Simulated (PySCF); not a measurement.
ClCs, triplet, at the geometry of the source list (a higher spin typed on purpose: for a closed-shell molecule this is an excited state) (core potentials on Cs); PySCF with PBE/def2-SV(P).

PySCF was given this input:
```python
from pyscf import gto, scf, dft

mol = gto.Mole()
mol.atom = '''
    Cs   -0.896400   -0.791600   -0.841800
    Cl    0.896400    0.791600    0.841800
'''
mol.basis = 'def2-sv(p)'
mol.ecp = {'Cs': 'def2-sv(p)'}
mol.charge = 0
mol.spin = 2
mol.verbose = 4
mol.build()

mf = dft.UKS(mol)
mf.xc = 'pbe'
mf.kernel()
```

It wrote (shortened):

```
PySCF version 2.14.0

[INPUT] verbose = 4
[INPUT] num. atoms = 2
[INPUT] num. electrons = 26
[INPUT] charge = 0
[INPUT] spin (= nelec alpha-beta = 2S) = 2
[INPUT] symmetry False subgroup None
[INPUT] Mole.unit = angstrom
[INPUT] Symbol           X                Y                Z      unit          X                Y                Z       unit  Magmom
[INPUT]  1 Cs    -0.896400000000  -0.791600000000  -0.841800000000 AA   -1.693950498060  -1.495907200206  -1.590771451659 Bohr   0.0
[INPUT]  2 Cl     0.896400000000   0.791600000000   0.841800000000 AA    1.693950498060   1.495907200206   1.590771451659 Bohr   0.0

nuclear repulsion = 27.6807860455832
number of shells = 18
number of NR pGTOs = 71
number of NR cGTOs = 42
basis = def2-sv(p)
ecp = {'Cs': 'def2-sv(p)'}

******** <class 'pyscf.dft.uks.UKS'> ********
method = UKS
initial guess = minao
damping factor = 0
level_shift factor = 0
DIIS = <class 'pyscf.scf.diis.CDIIS'>
diis_start_cycle = 1
diis_space = 8
diis_damp = 0
SCF conv_tol = 1e-09
SCF conv_tol_grad = None
SCF max_cycles = 50
direct_scf = True
direct_scf_tol = 1e-13
number electrons alpha = 14  beta = 12
XC library pyscf.dft.libxc version 7.1.2
    S. Lehtola, C. Steigemann, M. J. T. Oliveira, and M. A. L. Marques,  SoftwareX 7, 1–5 (2018)
XC functionals = pbe
    J. P. Perdew, K. Burke, and M. Ernzerhof,  Phys. Rev. Lett. 77, 3865 (1996)
    J. P. Perdew, K. Burke, and M. Ernzerhof,  Phys. Rev. Lett. 78, 1396 (1997)
    J. P. Perdew, K. Burke, and M. Ernzerhof,  Phys. Rev. Lett. 77, 3865 (1996)
    J. P. Perdew, K. Burke, and M. Ernzerhof,  Phys. Rev. Lett. 78, 1396 (1997)
radial grids:
    Treutler-Ahlrichs [JCP 102, 346 (1995); DOI:10.1063/1.469408] (M4) radial grids

becke partition: Becke, JCP 88, 2547 (1988); DOI:10.1063/1.454033
pruning grids: <function nwchem_prune>
grids dens level: 3
symmetrized grids: False
atomic radii adjust function: <function treutler_atomic_radii_adjust>
small_rho_cutoff = 0
Set gradient conv threshold to 3.16228e-05
tot grids = 42592
init E= -476.72041649052

cycle= 1 E= -479.885247245629  delta_E= -3.16  |g|= 0.208  |ddm|= 2.39

cycle= 2 E= -479.875951154167  delta_E= 0.0093  |g|= 0.24  |ddm|= 2.45

cycle= 3 E= -479.928349379147  delta_E= -0.0524  |g|= 0.0633  |ddm|= 1.36

cycle= 4 E= -479.931215871941  delta_E= -0.00287  |g|= 0.0205  |ddm|= 0.139

cycle= 5 E= -479.931528257087  delta_E= -0.000312  |g|= 0.00733  |ddm|= 0.069

cycle= 6 E= -479.931574379617  delta_E= -4.61e-05  |g|= 0.000829  |ddm|= 0.0297

cycle= 7 E= -479.931575090572  delta_E= -7.11e-07  |g|= 0.000325  |ddm|= 0.0035

cycle= 8 E= -479.931575278037  delta_E= -1.87e-07  |g|= 0.0002  |ddm|= 0.00245

cycle= 9 E= -479.931575208547  delta_E= 6.95e-08  |g|= 0.000171  |ddm|= 0.00147

cycle= 10 E= -479.931575113624  delta_E= 9.49e-08  |g|= 6.52e-05  |ddm|= 0.00431

cycle= 11 E= -479.931575108462  delta_E= 5.16e-09  |g|= 1.33e-05  |ddm|= 0.00204

cycle= 12 E= -479.93157510948  delta_E= -1.02e-09  |g|= 7.38e-06  |ddm|= 0.000384

cycle= 13 E= -479.931575109515  delta_E= -3.51e-11  |g|= 2.47e-06  |ddm|= 0.000141

Extra cycle  E= -479.931575109527  delta_E= -1.18e-11  |g|= 2.25e-06  |ddm|= 1.89e-05
converged SCF energy = -479.931575109527  <S^2> = 2.0017514  2S+1 = 3.0011674
```
